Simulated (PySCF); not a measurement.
# Working out the ionisation energy of Be⁺

Be⁺ [He] 2s1 (2S) → Be²⁺ 1s2 (1S). Calculation: PySCF 2.14, in x2c-TZVPPall with one added diffuse shell of s type (6s3p1d, 20 functions); scalar relativity by spin-free X2C-1e. Frozen: nothing. Energies in hartree (1 hartree = 27.21139 eV):

```json
{"part": "UHF", "Be⁺ (lower)": "-14.279503", "Be²⁺ (upper)": "-13.613416"}
{"part": "CCSD correlation", "Be⁺ (lower)": "-0.031359", "Be²⁺ (upper)": "-0.030047"}
{"part": "(T)", "Be⁺ (lower)": "-0.000009", "Be²⁺ (upper)": "0.000000"}
```

Q: What does Hartree-Fock give?

A: (-13.613416) − (-14.279503) = 0.666087 hartree = 18.125 eV.

Q: What do CCSD and CCSD(T) give?

A: The CCSD correlation energies differ by 0.001312 hartree = 0.036 eV and the triples by 0.000009 hartree = 0.000 eV, so CCSD gives 18.161 eV and CCSD(T) 18.161 eV.

Measured between the centres of the two terms (NIST): 18.211 eV, so CCSD(T) (valence and next inner shell) is off by -0.050 eV.

What remains against the reference includes basis incompleteness and higher excitations.
